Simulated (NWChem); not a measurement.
System: C₄H₄OSi; SMILES C#CC1=C[SiH2]O1

Here is an NWChem input.

```
start job
memory heap 200 mb stack 900 mb global 1100 mb
geometry units angstroms noautoz
  C     -0.097246     3.039733     0.000000
  C     -0.015621     1.829914     0.000000
  C      0.098471     0.409780     0.000000
  C      1.192936    -0.399176     0.000000
  Si    -0.045222    -1.762347     0.000000
  O     -1.056550    -0.343275     0.000000
  H     -0.172465     4.112118     0.000000
  H      2.242147    -0.118115     0.000000
  H     -0.246086    -2.590437    -1.219950
  H     -0.246086    -2.590437     1.219950
end
basis spherical
  * library aug-cc-pvdz
end
dft
  xc pbe0
  iterations 150
  semidirect filesize 400000000
  mulliken
end
task dft energy
```

NWChem printed, in part:

```
             Northwest Computational Chemistry Package (NWChem) 7.3.0
             --------------------------------------------------------

 CS  symmetry detected

                             Geometry "geometry" -> ""
                             -------------------------

 Output coordinates in angstroms (scale by  1.889725989 to convert to a.u.)

  No.       Tag          Charge          X              Y              Z
 ---- ---------------- ---------- -------------- -------------- --------------
    1 C                    6.0000    -0.07918102     3.02647995     0.00000000
    2 C                    6.0000    -0.00128610     1.81641506     0.00000000
    3 C                    6.0000     0.10842729     0.39593608     0.00000000
    4 C                    6.0000     1.20039319    -0.41639016     0.00000000
    5 Si                  14.0000    -0.04196138    -1.77573762     0.00000000
    6 O                    8.0000    -1.04890978    -0.35355458     0.00000000
    7 H                    1.0000    -0.15109365     4.09909174     0.00000000
    8 H                    1.0000     2.25046568    -0.13856506     0.00000000
    9 H                    1.0000    -0.24537731    -2.60320445    -1.21995000
   10 H                    1.0000    -0.24537731    -2.60320445     1.21995000

 Effective nuclear repulsion energy (a.u.)     249.3944892030

      Symmetry information
      --------------------

 Group name             Cs
 Group number              2
 Group order               2
 No. of unique centers     9

                                 NWChem DFT Module
                                 -----------------

 Summary of "ao basis" -> "ao basis" (spherical)
 ------------------------------------------------------------------------------
       Tag                 Description            Shells   Functions and Types
 ---------------- ------------------------------  ------  ---------------------
 C                        aug-cc-pvdz                9       23   4s3p2d
 Si                       aug-cc-pvdz               11       27   5s4p2d
 O                        aug-cc-pvdz                9       23   4s3p2d
 H                        aug-cc-pvdz                5        9   3s2p

      Symmetry analysis of basis
      --------------------------

        a'        122
        a"         56

            General Information
            -------------------
          SCF calculation type: DFT
          Wavefunction type:  closed shell.
          No. of atoms     :    10
          No. of electrons :    50
           Alpha electrons :    25
            Beta electrons :    25
          Charge           :     0
          Spin multiplicity:     1
          Use of symmetry is: on ; symmetry adaption is: on
          Maximum number of iterations: 150
          AO basis - number of functions:   178
                     number of shells:    76
          Convergence on energy requested:  1.00D-06
          Convergence on density requested:  1.00D-05
          Convergence on gradient requested:  5.00D-04

              XC Information
              --------------
                         PBE0 Method XC Functional
                     Hartree-Fock (Exact) Exchange  0.250
          PerdewBurkeErnzerhof Exchange Functional  0.750
            Perdew 1991 LDA Correlation Functional  1.000 local
           PerdewBurkeErnz. Correlation Functional  1.000 non-local

             Grid Information
             ----------------
          Grid used for XC integration:  medium
          Radial quadrature: Mura-Knowles
          Angular quadrature: Lebedev.
          Tag              B.-S. Rad. Rad. Pts. Rad. Cut. Ang. Pts.
          ---              ---------- --------- --------- ---------
          C                   0.70       49          18.0       434
          Si                  1.10       88          19.0       590
          O                   0.60       49          15.0       434
          H                   0.35       45          19.0       434
          Grid pruning is: on
          Number of quadrature shells:   468
          Spatial weights used:  Erf1

      Superposition of Atomic Density Guess
      -------------------------------------

 Sum of atomic energies:        -516.26824289

      Non-variational initial energy
      ------------------------------

 Total energy =    -519.441284
 1-e energy   =   -1202.353759
 2-e energy   =     433.517986
 HOMO         =      -0.279832
 LUMO         =      -0.042950

      Symmetry analysis of molecular orbitals - initial
      -------------------------------------------------

  Numbering of irreducible representations:

     1 a'          2 a"

  Orbital symmetries:

     1 a'          2 a'          3 a'          4 a'          5 a'
     6 a'          7 a'          8 a'          9 a"         10 a'
    11 a'         12 a'         13 a'         14 a'         15 a'
    16 a'         17 a'         18 a"         19 a'         20 a'
    21 a"         22 a'         23 a"         24 a'         25 a"
    26 a"         27 a'         28 a'         29 a'         30 a'
    31 a'         32 a"         33 a'         34 a'         35 a"

------------------------------------------------------------
EAF file 0: "./job.aoints.0" size=397934592 bytes
------------------------------------------------------------
               write      read    awrite     aread      wait
               -----      ----    ------     -----      ----
     calls:      759         0         0         0         0
   data(b): 3.98e+08  0.00e+00  0.00e+00  0.00e+00
   time(s): 0.00e+00  0.00e+00  0.00e+00  0.00e+00  0.00e+00
rate(mb/s): 0.00e+00  0.00e+00
------------------------------------------------------------

     ---------------------------------------------
      Total Density - Mulliken Population Analysis
     ---------------------------------------------

[...]
```

Level: PBE0/aug-cc-pVDZ. All runs use the structure optimised with PBE0/def2-SVP.
